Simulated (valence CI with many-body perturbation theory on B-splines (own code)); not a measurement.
# Level structure of Sc⁸⁺

Method: relativistic CI+MBPT: three valence electrons over a frozen Dirac-Fock core [Ne], radial functions for each j: 11 s, 11 p, 10 d, 8 f, 5 g, 2 h, with the one-electron correlation potential Σ1 (screened to all orders), the two-electron term Σ2, the three-electron term Σ3, Breit, model QED; selected single and double excitations, second order for the rest, scaled by the run's own slope (own B-spline code, finite nucleus).

No measured spectrum was set against this ion. As an estimate, levels of excited configurations hold to 0.05 to 0.15 % of their energy, terms of the ground configuration to about 0.5 %.

Levels 46 to 90 of 177, with energies above the lowest level, 3s²3p ²P°_1/2. "Leading %" is the weight of the configuration and term that name the level; weights of strongly mixed levels are sums over their largest components and can fall short. In the jj column 3d3/2^4 stands for four electrons in 3d with j = 3/2. Lifetimes count E1, E2, E3, M1 and M2 decay at the calculated energies, and are blank where another channel may lead or the interval is too uncertain; long ones can be off by a factor of two.

```tsv
No.	Configuration	Term	J	E (eV)	Leading %	Lifetime	Leading jj
46	3p²3d	⁴F	9/2	79.63	98	114 ps	3p3/2^2 3d5/2 (56 %)
47	3p²3d	²P	3/2	80.29	85	73.6 ps	3p1/2 3p3/2 3d5/2 (42 %)
48	3p²3d	⁴D	1/2	80.58	52	82.2 ps	3p1/2 3p3/2 3d3/2 (84 %)
49	3p²3d	⁴D	3/2	80.92	90	91.8 ps	3p1/2 3p3/2 3d5/2 (40 %)
50	3p²3d	⁴D	5/2	80.96	98	95.0 ps	3p3/2^2 3d3/2 (30 %)
51	3p²3d	²P	1/2	81.08	49	79.0 ps	3p3/2^2 3d5/2 (55 %)
52	3p²3d	⁴D	7/2	81.14	97	95.9 ps	3p3/2^2 3d5/2 (52 %)
53	3p²3d	²G	7/2	82.40	87	383 ps	3p1/2 3p3/2 3d3/2 (49 %)
54	3p²3d	²G	9/2	82.50	86	389 ps	3p1/2 3p3/2 3d5/2 (48 %)
55	3s²4s	²S	1/2	82.61	95	14.3 ps	3s^2 4s (95 %)
56	3p²3d	²D	5/2	84.66	74	36.1 ps	3p1/2 3p3/2 3d5/2 (66 %)
57	3p²3d	²D	3/2	84.78	82	37.2 ps	3p1/2 3p3/2 3d3/2 (40 %)
58	3p²3d	⁴P	5/2	85.28	85	25.4 ps	3p3/2^2 3d5/2 (35 %)
59	3p²3d	⁴P	3/2	85.38	94	24.2 ps	3p3/2^2 3d3/2 (40 %)
60	3p²3d	⁴P	1/2	85.45	98	23.8 ps	3p3/2^2 3d3/2 (50 %)
61	3p²3d	²P	1/2	88.22	73	40.6 ps	3p1/2 3p3/2 3d5/2 (54 %)
62	3p²3d	²P	3/2	88.35	55	46.9 ps	3p1/2 3p3/2 3d5/2 (30 %)
63	3p²3d	²D	3/2	88.84	65	63.0 ps	3p3/2^2 3d3/2 (26 %)
64	3p²3d	²S	1/2	88.89	85	41.8 ps	3p1/2 3p3/2 3d3/2 (26 %)
65	3p²3d	²D	5/2	89.26	92	80.7 ps	3p3/2^2 3d5/2 (70 %)
66	3p²3d	²F	5/2	90.21	83	24.1 ps	3p1/2 3p3/2 3d5/2 (28 %)
67	3p²3d	²F	7/2	90.37	85	24.0 ps	3p1/2 3p3/2 3d5/2 (40 %)
68	3s²4p	²P°	1/2	91.68	94	58.6 ps	3s^2 4p1/2 (94 %)
69	3s3d²	⁴F	3/2	91.90	99	32.6 ps	3s 3d3/2^2 (67 %)
70	3s²4p	²P°	3/2	91.92	94	58.9 ps	3s^2 4p3/2 (94 %)
71	3s3d²	⁴F	5/2	91.92	99	32.9 ps	3s 3d3/2 3d5/2 (66 %)
72	3s3d²	⁴F	7/2	91.95	99	33.3 ps	3s 3d3/2 3d5/2 (79 %)
73	3s3d²	⁴F	9/2	91.98	99	33.8 ps	3s 3d5/2^2 (79 %)
74	3p²3d	²D	5/2	94.53	93	22.7 ps	3p3/2^2 3d5/2 (40 %)
75	3s3d²	⁴P	1/2	94.76	99	25.7 ps	3s 3d3/2^2 (40 %)
76	3p²3d	²D	3/2	94.77	93	22.7 ps	3p3/2^2 3d3/2 (45 %)
77	3s3d²	⁴P	3/2	94.77	98	25.8 ps	3s 3d3/2 3d5/2 (90 %)
78	3s3d²	⁴P	5/2	94.79	99	26.0 ps	3s 3d3/2 3d5/2 (50 %)
79	3s3d²	²G	7/2	98.00	86	51.3 ps	3s 3d3/2 3d5/2 (69 %)
80	3s3d²	²G	9/2	98.01	86	50.8 ps	3s 3d3/2 3d5/2 (69 %)
81	3s3d²	²D	5/2	98.31	79	23.0 ps	3s 3d5/2^2 (39 %)
82	3s3d²	²D	3/2	98.31	79	23.0 ps	3s 3d5/2^2 (38 %)
83	3s3p4s	⁴P°	1/2	102.11	98	18.3 ps	3s 3p1/2 4s (90 %)
84	3s3p4s	⁴P°	3/2	102.35	98	18.3 ps	3s 3p1/2 4s (61 %)
85	3s3d²	²F	5/2	102.57	72	21.7 ps	3s 3d3/2 3d5/2 (43 %)
86	3s3d²	²F	7/2	102.59	73	22.0 ps	3s 3d5/2^2 (44 %)
87	3s3p4s	⁴P°	5/2	102.80	98	18.4 ps	3s 3p3/2 4s (98 %)
88	3s²4d	²D	3/2	103.79	94	22.1 ps	3s^2 4d3/2 (94 %)
89	3s²4d	²D	5/2	103.82	94	22.1 ps	3s^2 4d5/2 (94 %)
90	3s3p4s	²P°	1/2	104.26	96	16.7 ps	3s 3p1/2 4s (73 %)
```

Names give the largest LS component (configuration and term), which can be under half, so a name can repeat, a term be missing and a line seem to break the LS rules; names also repeat where a configuration has a term twice.
